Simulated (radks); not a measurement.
The numbers below are computed, except where a source is named.
Q: Species: Pr3+. Configuration: [Xe] 4f2. Code: a radial shooting solver on a logarithmic mesh with Libxc functionals. Model: scalar-relativistic Kohn-Sham, PBE, spin-polarised, spherical densities, finite nucleus; open shells are filled with parallel spins first (spin-orbit coupling, left out, can overturn this in heavy ions); Fermi nuclear charge, rms radius 4.8919 fm. Some entries of the table are withheld. Estimate them.

orbital  occ.  eigenvalue (hartree)  <r> (bohr)
1s down     1             -1537.664     0.02410
1s up       1             -1537.664     0.02410
2s up       1             -248.3153      0.1031
2s down     1             -248.3152      0.1031
2p up       3             -222.3113     0.09055
2p down     3             -222.3113     0.09055
3s up       1             -54.48432      0.2724
3s down     1             -54.46373      0.2723
3p up       3             -46.24698      0.2705
3p down     3             -46.22649      0.2704
3d up       5             -34.67648      0.2476
3d down     5             -34.66059      0.2475
4s up       1             -11.75077      0.6215
4s down     1             -11.69300      0.6213
4p up       3              -9.05386      0.6578
4p down     3              -8.99559      0.6576
4d up       5              -5.19350      0.7229
4d down     5              -5.13480      0.7229
5s up       1              -2.42591       1.464
5s down     1              -2.39061       1.473
5p up       3              -1.74002       1.673
5p down     3              -1.71303       1.685
4f up       2              -1.11782         (1)
4f down     0              -1.06530         (2)
5d up       0                   (3)       2.291
5d down     0                   (4)       2.315
6s up       0              -0.77552       3.313
6s down     0              -0.76800       3.331

A: 
(1) 4f up <r> (bohr): 1.007
(2) 4f down <r> (bohr): 1.022
(3) 5d up eigenvalue (hartree): -0.88502
(4) 5d down eigenvalue (hartree): -0.87129
